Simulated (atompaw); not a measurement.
**Before and after: PAW (atompaw) potential for iridium (Ir)**

```
Element                 : Ir (Z = 77)
Generator               : atompaw 4.2.0.5
Type                    : PAW
Functional              : PBE
Relativity              : scalar-relativistic
Frozen core             : [Xe] 4f14
Valence charge          : 9
Reference configuration : 5d7.5 6s1.5 6p0
Partial waves           : 6s (bound): rc 2.90 bohr; 6s channel at 0.1 Ry: rc 2.90 bohr; 6p (bound, empty): rc 2.90 bohr; 6p channel at 0.95 Ry: rc 2.90 bohr; 5d (bound): rc 1.65 bohr; 5d channel at 2.05 Ry: rc 2.90 bohr; 5f channel at 0.15 Ry: rc 2.75 bohr; 5f channel at 1.7 Ry: rc 2.90 bohr
Local potential         : troulliermartins scheme with l = 4 at 0 Ry, radius 2.60 bohr
Core correction         : smooth core density matched at 2.50 bohr
Augmentation charge     : gaussian compensation charge, radius 2.45 bohr; PAW radius 2.90 bohr; waves and projectors: custom rrkj vanderbiltortho
```

All-electron outer shells of the reference configuration (PBE, scalar-relativistic, ld1.x):

| shell | level (eV) | outermost node (bohr) | outermost maximum (bohr) |
| --- | --- | --- | --- |
| 4f | -60.82 | – | 0.39 |
| 5p | -53.47 | 0.54 | 1.01 |
| 5d | -6.25 | 0.59 | 1.31 |
| 6s | -5.93 | 1.17 | 2.41 |
| 6p | -1.06 | 1.40 | 3.60 |

Change: all radii scaled by about 0.86 (s 2.48, p 2.48, d 1.42, f 2.36 bohr); local potential troulliermartins scheme with l = 4 at 0 Ry, radius 2.22 bohr; augmentation gaussian compensation charge, radius 2.10 bohr; PAW radius 2.48 bohr; waves and projectors: custom rrkj vanderbiltortho; core correction smooth core density matched at 2.14 bohr.

Cutoffs: the cutoffs (Ry, on a coarse ladder) from which the occupation-weighted sum of valence levels, in a spherical-Bessel basis at the reference potential, stays within 10 and 1 mRy of its value at 400 Ry; they do not see the model core or the augmentation charge, which bear on the density cutoff.

Task: What does the change do?

Result: The potential gets harder (40 Ry and 70 Ry → 50 Ry and 90 Ry); a bound ghost appears in p, s, which as a rule spoils a file. A smaller radius makes the pseudo-wave follow the all-electron one further in, where it bends more sharply, so more plane waves are needed.

| quantity | base | changed |
| --- | --- | --- |
| cutoff, loose | 40 Ry | 50 Ry |
| cutoff, tight | 70 Ry | 90 Ry |
| loose cutoff by channel (10 mRy a level) | s 6 Ry, d 35 Ry | s 6 Ry, d 40 Ry |
| bound ghosts | none | p, s |
| lowest overlap eigenvalue by channel | s 0.30, p 0.50, d 0.55, f 0.86 | s 0.34, p 0.62, d 0.52, f 0.90 |

 A true bound ghost makes a file unfit for plane-wave use even where its test errors are small: the radial tests pick states by their node count and pass the ghost by. The cutoffs see the waves, projectors and local potential, not the compensation charge or the core.
